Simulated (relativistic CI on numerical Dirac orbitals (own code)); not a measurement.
## Co⁺ in a cubic cluster: 2p photoemission with charge transfer

Computed with a charge-transfer multiplet model of a cubic metal-ligand cluster with up to 2 ligand holes, Slater and spin-orbit integrals from Dirac-Coulomb-Breit ions, Slater integrals scaled by 0.8. The ground state mixes d8 with configurations of k ligand holes L, whose averages lie at kΔ + k(k − 1)U_dd/2; a core hole lowers each added d electron by U_cd. 20 K, Lorentzian 0.6 eV and Gaussian 0.8 eV FWHM.

Atomic integrals in eV (Slater integrals scaled, ζ unscaled), ground: F2dd 8.285, F4dd 5.103, zeta_d 0.056; with the core hole: F2dd 9.869, F4dd 6.132, zeta_d 0.084, zeta_core 9.670, F2cd 5.831, G1cd 4.368, G3cd 2.482.

Cluster parameters (eV): Δ = 4.5, U_dd = 6.5, 10Dq = 0.7, 10Dq(ligand) = 0.6, V(eg) = 1.5, V(t2g) = -0.7, final-state hopping factor = 1.

```tsv
Case	n_d	d8	d9L	d10L2	S
U_cd = 7.1 eV	8.11	0.89	0.11	0.00	1.00
U_cd = 7.7 eV	8.11	0.89	0.11	0.00	1.00
U_cd = 8.3 eV	8.11	0.89	0.11	0.00	1.00
U_cd = 8.9 eV	8.11	0.89	0.11	0.00	1.00
U_cd = 9.5 eV	8.11	0.89	0.11	0.00	1.00
```

Weights, n_d and S are thermal averages at 20 K. Binding energies count from the first peak over 30 % of the highest in each spectrum, which can be another peak from case to case. The parameters are a model scan and need not match a compound or its usual spin state. Peaks in eV (height, largest 100):
- U_cd = 7.1 eV: 0.0 (100), 3.9 (48), 8.1 (9), 14.9 (47), 19.5 (31)
- U_cd = 7.7 eV: 0.0 (100), 4.3 (60), 8.2 (14), 14.9 (46), 19.6 (39), 21.9 (9)
- U_cd = 8.3 eV: 0.0 (100), 4.6 (78), 7.1 (25), 8.5 (18), 14.9 (46), 19.6 (46), 21.7 (20)
- U_cd = 8.9 eV: 0.0 (100), 4.7 (97), 7.2 (41), 8.9 (22), 14.9 (46), 19.5 (50), 21.8 (35)
- U_cd = 9.5 eV: 0.0 (98), 4.7 (100), 7.4 (57), 9.4 (26), 14.8 (45), 19.4 (47), 22.1 (49)

Curve for U_cd = 7.7 eV (points under 2 left out, the grid thinned):

```tsv
E (eV)	Intensity
-3.1	2.1
-2.5	3.1
-1.9	5.3
-1.4	10.3
-0.8	34.6
-0.2	92.9
0.4	78.6
0.9	41.6
1.5	21.3
2.1	15.8
2.7	19.2
3.3	29.3
3.8	49.1
4.4	59.9
5.0	52.2
5.6	36.3
6.1	26.7
6.7	17.1
7.3	13.7
7.9	13.6
8.4	13.5
9.0	9.2
9.6	5.8
10.2	3.1
12.3	2.0
12.8	2.6
13.4	4.8
14.0	14.1
14.6	39.7
15.1	44.0
15.7	26.4
16.3	15.3
16.9	9.7
17.4	7.1
18.0	7.2
18.6	15.9
19.2	33.8
19.8	37.7
20.3	26.5
20.9	12.1
21.5	8.2
22.1	8.5
22.6	7.2
23.2	4.4
23.8	2.2
```

For the case U_cd = 7.7 eV, Δ = 4.5 eV is smaller than U_dd = 6.5 eV, the charge-transfer side of the Zaanen-Sawatzky-Allen scheme. With the core hole the configuration with one ligand hole lies at Δ − U_cd = -2.6, -3.2, -3.8, -4.4, -5.0 eV from the one without, in the order of the table; where this is negative the screened configuration lies lower, though the effective hopping of about 2.1 eV (from the holes of the mixed ground state) mixes the two strongly wherever it is as large as the gap.
